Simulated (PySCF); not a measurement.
RbF₂⁻: bending curve

Computed with PBE0/[Rb def2-TZVPD with ECP28, F def2-TZVPD], scalar-relativistic core potentials, density fitting, no spin–orbit coupling, PySCF.

Rigid scan from the singlet minimum (Rb–F 2.545 Å (×2); F–Rb–F 180.0°). Coordinate: the F–Rb–F angle, bonds fixed. Energies in kJ/mol from the minimum.

Task: Predict the curve at 80, 90, 100, 110, 120, 130, 140, 150, 160, 170, 180.

Result: 
```json
{"bond angle (°)": "80", "E (kJ/mol)": "90.2", "dipole size (D, about the centre of mass)": "12.88"}
{"bond angle (°)": "90", "E (kJ/mol)": "63.2", "dipole size (D, about the centre of mass)": "11.97"}
{"bond angle (°)": "100", "E (kJ/mol)": "43.8", "dipole size (D, about the centre of mass)": "10.95"}
{"bond angle (°)": "110", "E (kJ/mol)": "29.0", "dipole size (D, about the centre of mass)": "9.83"}
{"bond angle (°)": "120", "E (kJ/mol)": "18.7", "dipole size (D, about the centre of mass)": "8.61"}
{"bond angle (°)": "130", "E (kJ/mol)": "11.4", "dipole size (D, about the centre of mass)": "7.31"}
{"bond angle (°)": "140", "E (kJ/mol)": "6.3", "dipole size (D, about the centre of mass)": "5.94"}
{"bond angle (°)": "150", "E (kJ/mol)": "2.7", "dipole size (D, about the centre of mass)": "4.51"}
{"bond angle (°)": "160", "E (kJ/mol)": "1.3", "dipole size (D, about the centre of mass)": "3.04"}
{"bond angle (°)": "170", "E (kJ/mol)": "0.1", "dipole size (D, about the centre of mass)": "1.53"}
{"bond angle (°)": "180", "E (kJ/mol)": "0.0", "dipole size (D, about the centre of mass)": "0.00"}
```

Other isomers or separated fragments may lie lower.
